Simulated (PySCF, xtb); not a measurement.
C₃H₉As, SMILES C[As](C)C. Atoms are numbered in the order given.

```xyz
13

C     -1.4724    -0.8501    -0.5160
As     0.0000     0.0000     0.4709
C      0.0000     1.7001    -0.5160
C      1.4724    -0.8501    -0.5160
H     -1.3307    -0.7683    -1.6046
H     -2.4231    -0.3708    -0.2396
H     -1.5327    -1.9130    -0.2396
H      0.0000     1.5366    -1.6046
H      0.8904     2.2839    -0.2396
H     -0.8904     2.2839    -0.2396
H      1.3307    -0.7683    -1.6046
H      2.4231    -0.3708    -0.2396
H      1.5327    -1.9130    -0.2396
```
Charge 0, spin multiplicity 1.

Geometry optimised at PBE0-D3(BJ)/def2-SVP.

Level of theory: C-PCM-M06-2X/def2-SVP in PySCF.

The values are the electrostatic part of the solvation free energy, E(continuum) − E(gas) at the gas-phase geometry, in a cavity of scaled van der Waals radii (PySCF's table); cavitation and dispersion terms are not included. In vacuum the orbital gap is 9.79 eV. The dipole moment in vacuum is 1.03 D.

Computed values in water (ε = 78.36), tetrahydrofuran (ε = 7.43), acetone (ε = 20.49):
| solvent | ε | ΔG(elec) (kcal/mol) | dipole (D) | gap (eV) |
|---|---|---|---|---|
| water | 78.36 | -2.0 | 1.47 | 9.89 |
| tetrahydrofuran | 7.43 | -1.8 | 1.40 | 9.88 |
| acetone | 20.49 | -2.0 | 1.45 | 9.88 |

For comparison, GFN2-xTB/ALPB(water) (xtb, at the GFN2-xTB geometry, all terms of that model) gives -0.7 kcal/mol.
